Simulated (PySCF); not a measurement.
Be(H)(Br), SMILES [BeH][Br] (B3LYP/def2-SVP optimised geometry):

```
3

Be    -0.323     0.000     0.000
H     -1.645     0.000     0.000
Br     1.645     0.000     0.000
```

Level of theory: B3LYP/def2-TZVP in PySCF.

### Question
What are the frontier orbital energies and the dipole moment?

### Answer
HOMO-2 -9.37 eV, HOMO-1 -8.69 eV, HOMO -8.69 eV, LUMO -0.89 eV, LUMO+1 -0.89 eV; dipole moment 0.32 D.

Meta-Löwdin charges at B3LYP/def2-TZVP: Be1 1.11, H2 -0.45, Br3 -0.66.
